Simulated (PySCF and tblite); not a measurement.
Values are calculated unless marked as measured or tabulated.
C5H9BrO, numbered as in [Br:1][CH:2]1[CH2:3][CH2:4][O:5][CH2:6][CH2:7]1.

Conformers came from 90 starts (ETKDG and KDG, MMFF94s, GFN2-xTB); geometries are PBE0-D3(BJ)/def2-SVP. Weights use PBE0-D3(BJ)/def2-TZVP energies plus GFN2-xTB zero-point and thermal terms (modes under about 100 cm⁻¹ blended into free rotors). Symmetry numbers and mirror images are counted. Conformers within 4 kcal/mol (GFN2-xTB free energy) were kept, 5 at most. Run with PySCF (density fitting) and tblite.

The 6-ring runs over atoms 2–3–4–5–6–7.

```json
{"conformer": "1", "shape": "6-ring chair (all substituents equatorial)", "symmetry": "Cs", "E(GFN2) kcal/mol": "0.00"}
{"conformer": "2", "shape": "6-ring chair (Br1 axial)", "symmetry": "Cs", "E(GFN2) kcal/mol": "0.34"}
```

(1) Which of these conformers is the most populated at 298.15 K, and with what share?

(2) Give the DFT energies and free energies relative to the lowest, and all weights.

(3) How does its share change from 200 K to 400 K?

Answers

(1) Conformer 1, about 72 %.

(2) 
| conformer | shape | E(DFT) kcal/mol | G(298.15 K) kcal/mol | weight % |
| --- | --- | --- | --- | --- |
| 1 | 6-ring chair (all substituents equatorial) | 0.00 | 0.00 | 72.1 |
| 2 | 6-ring chair (Br1 axial) | 0.32 | 0.56 | 27.9 |

(3) From 77 % to 69 %; the mixing entropy goes from 1.07 to 1.22 cal/(mol K).
